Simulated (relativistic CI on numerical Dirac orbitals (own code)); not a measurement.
# The magnetic moment of free Sm²⁺ at 150 K

Problem. Sm²⁺ (4f6) has the ground term 7F, whose calculated levels (Dirac-Coulomb-Breit CI, one configuration, Slater integrals scaled by 0.75) lie at J = 0: 0, J = 1: 317, J = 2: 865, J = 3: 1561, J = 4: 2348, J = 5: 3186, J = 6: 4046 cm⁻¹. Find the effective moment at 150 K in LS coupling.

Working.
1. S = 3, L = 3. The ground level J = 0 has no moment of its own.
2. kT = 104.3 cm⁻¹. Populations (2J + 1)e^(−E/kT)/Z: J = 0: 0.874, J = 1: 0.125, J = 2: 0.001.
3. The field also mixes neighbouring J. With F_J = [(S + L + 1)² − J²][J² − (S − L)²]/J, each level gains α_J = [F_(J+1)/(E_(J+1) − E_J) − F_J/(E_J − E_(J−1))]/[6(2J + 1)], and μ²(J) = g_J²J(J + 1) + 3kT α_J.
4. Values of μ²(J): J = 0: 0.000 + 7.894, J = 1: 4.500 + 0.224, J = 2: 13.500 + 0.083.
5. The thermal average gives μ_eff = 2.74 μB, or χT = μ²/8 = 0.94 cm³ K mol⁻¹.

Check. With the measured levels of this term (Martin, Zalubas and Hagan, Atomic Energy Levels: The Rare-Earth Elements, NSRDS-NBS 60 (1978): 0: 0, 1: 293, 2: 814, 3: 1493, 4: 2278, 5: 3132, 6: 4027) the same steps give μ_eff = 2.82 μB. The computed ground level holds 92 % of 7F. The next levels are low, so field-induced mixing and thermal population carry the moment away from the ground-level value, by an amount that depends on temperature.
